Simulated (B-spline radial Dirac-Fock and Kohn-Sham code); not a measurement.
# The K-LL Auger spectrum of Co⁵⁺

System: the Co⁵⁺ ion, [Ar] 3d4, inside a Watson sphere of charge -5 and radius 2.7 Å (a model of the Madelung potential; inside it an electron's potential energy is raised by 26.7 eV).

The run's input, task.json:

```json
{"items": [{
  "Z": 27,
  "q": 5,
  "cfg": [[1, 0, 2], [2, 0, 2], [2, 1, 6], [3, 0, 2], [3, 1, 6], [3, 2, 4]],
  "A": 59,
  "rrms": 3.7875,
  "watson": [-5, 2.7],
  "do": ["binding", "quiet", "double"]
}]}
```

Launch: `python xray_run.py task.json out`

Calculated with a radial B-spline solver, using multi-electron Dirac-Fock with separately optimised hole states, Breit and Lamb-shift corrections added in first order. The two-hole levels come from diagonalising the Coulomb interaction among the jj configurations; intensities are independent-particle Coulomb rates. Kinetic energies are from the vacuum level. Correlation energy is missing from these numbers. Open outer shells are spectators and are not coupled to the holes. Labels follow the leading weight; the literature often keeps the label of the LS limit.

| kinetic energy (eV) | J | leading jj holes (weight) | leading LS term (weight) | intensity (%) |
| --- | --- | --- | --- | --- |
| 5687.4 | 0 | L1L1 (0.98) | ¹S0 (0.98) | 6.2 |
| 5810.5 | 1 | L1L2 (0.52) | ¹P1 (0.96) | 20.1 |
| 5841.8 | 0 | L1L2 (1.00) | ³P0 (1.00) | 0.7 |
| 5848.1 | 1 | L1L3 (0.52) | ³P1 (0.96) | 2.5 |
| 5856.7 | 2 | L1L3 (1.00) | ³P2 (1.00) | 2.9 |
| 5944.0 | 0 | L2L2 (0.81) | ¹S0 (0.75) | 5.1 |
| 5964.0 | 2 | L2L3 (0.92) | ¹D2 (0.89) | 54.9 |
| 5974.3 | 1 | L2L3 (1.00) | ³P1 (1.00) | 0.0 |
| 5977.1 | 0 | L3L3 (0.81) | ³P0 (0.76) | 1.4 |
| 5986.8 | 2 | L3L3 (0.92) | ³P2 (0.89) | 6.3 |

The strongest line, by its leading LS label ¹D2, lies at 5964.0 eV. The mean weight of the leading component is 0.85 in jj and 0.92 in LS coupling, so LS labels describe these levels better.
